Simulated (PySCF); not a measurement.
# Structure from NMR data

Molecular formula: C7H5F3. Simulated spectra:

1H NMR (300 MHz, computed): δ 7.71 (m, 2H), 7.51 (m, 1H), 7.48 (m, 2H).

13C{1H} NMR (computed): δ 138.8 (C, q, J = 35.0 Hz), 137.5 (CH), 134.5 (CH), 132.0 (CH, q, J = 3.8 Hz), 131.5 (C, q, J = 336.6 Hz).

- J: B3LYP/pcJ-1 (spin–dipole term only in couplings to heteroatoms)
- NMR shieldings at B3LYP/pcSseg-1/GIAO
- PBE0-D3(BJ)/def2-SVP geometry
- run in PySCF 2.14
- non-relativistic, fast rotation and ring inversion assumed for equivalent nuclei, single conformer, no solvent

Chemical shifts δ = σref − σ; 1H and 13C against TMS, all at this level.

Propose a structure and justify it.

Answers


1. Rings plus π bonds: 4 (1 ring in the answer).
2. 5 carbon signals for 7 carbons: some carbons are equivalent by symmetry or fast rotation.
3. Carbon types of the structure: 2 × C, 5 × CH, which accounts for all hydrogens.
4. δC 138.8: substituted aromatic carbon.
5. δC 137.5, 134.5, 132.0: aromatic CH; the aromatic region.
6. δC 131.5: CF3 carbon; 3 electronegative neighbours deshield it.
7. δH 7.71, 7.51, 7.48: hydrogen on an aromatic CH; aromatic region.

These data were computed for benzotrifluoride (SMILES FC(F)(F)c1ccccc1).

The shifts were computed for this structure.

C–F couplings over four or more bonds (about 3 Hz to the para carbon of a fluoroarene) are left out. Common functionals overestimate the size of one-bond C–F couplings by tens of Hz; these are unscaled. Multiplet labels drop couplings under 1 Hz and merge nearly equal ones. Couplings among chemically equivalent protons are left out too, so labels in AA′BB′ or AA′XX′ sets are apparent multiplicities. Unscaled 3J(H,H) at this level run about 10 % above measured values. Shifts are as computed. Against solution values, carbons near 30 ppm lie about +2 ppm off and those near 130 ppm about +6 ppm. Of 1211 compounds with measured shifts, 218 miss one by over three times the rms of a fit or turn the order of signals round; such compounds aren't used in these exercises.
